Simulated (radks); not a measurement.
Effect of the nuclear size on the potassium ion K3+, [Ne] 3s2 3p4. Method: Dirac Kohn-Sham, relativistic LDA (MacDonald-Vosko exchange, VWN5 correlation), spin-unpolarised, spherical densities, finite nucleus; open shells fill j = l - 1/2 first; Fermi nuclear charge, rms radius 3.4349 fm; computed with a radial shooting solver on a logarithmic mesh with Libxc functionals. The rms radius is varied about that value; shifts are against it.

| rms radius (fm) | total energy shift (eV) | density at nucleus (e/bohr^3) | 1s1/2 shift (meV) | 2s1/2 shift (meV) | 2p1/2 shift (meV) |
|---|---|---|---|---|---|
| 2.9884 | -0.00569 | 5162 | -2.39 | -0.184 | 0.030 |
| 3.1051 | -0.00427 | 5157 | -1.80 | -0.139 | 0.023 |
| 3.4349 | 0 | 5145 | 0.000 | 0.000 | 0.000 |
| 3.6719 | 0.00333 | 5137 | 1.40 | 0.108 | -0.018 |
| 4.1219 | 0.0103 | 5123 | 4.31 | 0.332 | -0.054 |

Slopes of the eigenvalues against <r^2> in GHz/fm^2, as finite differences over the two radii next to the reference (eigenvalue slopes, not the field-shift constants of lines): 1s1/2 201, 2s1/2 15.5, 2p1/2 -2.54.
